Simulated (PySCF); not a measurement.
**Highest orbital energy against ionisation energy along the third row**

Calculated with PySCF 2.14, no spin-orbit coupling. Each cell gives −ε(HOMO) / ΔSCF in eV; NIST values include spin-orbit coupling, (s) semi-empirical, (t) theoretical.

```csv
species,UHF,LDA,PBE,PBE0,r2SCAN,NIST (lowest levels)
"Al²⁺ (aug-cc-pVTZ-DK, spin-free X2C)",28.108 / 28.087,24.578 / 28.857,24.471 / 28.863,25.492 / 28.728,24.671 / 28.427,28.448
"Si²⁺ (aug-cc-pVTZ-DK, spin-free X2C)",32.227 / 32.023,28.652 / 33.587,28.524 / 33.448,29.683 / 33.310,28.701 / 32.932,33.493
"P²⁺ (aug-cc-pVTZ-DK, spin-free X2C)",29.956 / 29.566,24.787 / 30.190,24.938 / 30.225,26.353 / 30.247,25.387 / 30.356,30.203
"S²⁺ (aug-cc-pVTZ-DK, spin-free X2C)",34.708 / 34.149,28.843 / 34.866,28.943 / 34.825,30.569 / 34.868,29.471 / 35.022,34.86 ± 0.04 (s)
"Cl²⁺ (aug-cc-pVTZ-DK, spin-free X2C)",39.686 / 38.963,33.024 / 39.662,33.093 / 39.580,34.951 / 39.663,33.757 / 39.831,39.8 ± 0.11 (s)
"Ar²⁺ (aug-cc-pVTZ-DK, spin-free X2C)",40.417 / 39.386,34.080 / 40.830,34.148 / 40.718,36.004 / 40.719,34.585 / 40.690,40.735 ± 0.012 (s)
```

How far is −ε(HOMO) from ΔSCF on average for each method, and why?

UHF 0.49 eV; LDA -5.67 eV; PBE -5.59 eV; PBE0 -4.08 eV; r2SCAN -5.11 eV. Hartree-Fock orbital energies lack relaxation and so exceed the ΔSCF value; semilocal functionals have convex E(N) from self-interaction, so their HOMO lies far too high; exact exchange moves hybrids part of the way back.
